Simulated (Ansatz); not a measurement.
Reactions of C3H4Se, SMILES `[Se]=C1CC1`.

Computed with Ansatz on PBE0-D4/def2-TZVP structures; ΔE is electronic, products minus reactants. CBS: MP2 limit from def2 TZ/QZ plus the TZ coupled-cluster correction, frozen cores. This one scheme is used for every species, atoms too. No spin–orbit coupling; open shells (•) take unrestricted orbitals. Spin–orbit coupling would lower the free atoms: a little for C; clearly for Se. For Se outer-core shells are correlated without core-valence functions, so the limit isn't a true one: a few kJ/mol of doubt a bond, and 10 to 20 or more in all where bonds break to atoms. Scalar relativity is left out up to krypton. One conformer a species, not always the lowest.

| reaction | CCSD(T)/def2-SVP (kJ/mol) |
| --- | --- |
| `[Se]=C1CC1` → 3 C• + 4 H• + Se• | 2957 |
| `[Se]=C1CC1` → `C1=C[Se]C1` | -43 |
| `[Se]=C1CC1` → `C=C=C[SeH]` | 1 |
| `[Se]=C1CC1` → `C=C1C[Se]1` | -30 |
| `[Se]=C1CC1` → `C=CC=[Se]` | -65 |
| `[Se]=C1CC1` → `C#CC[SeH]` | 12 |

Q: Give the CCSD(T)/CBS values in the same order. (An estimate is asked.)

A: Ansatz gave: 3099, -68, -8, -51, -69, -3 kJ/mol.

Largest T1 diagnostic: 0.018, for `C=CC=[Se]`.
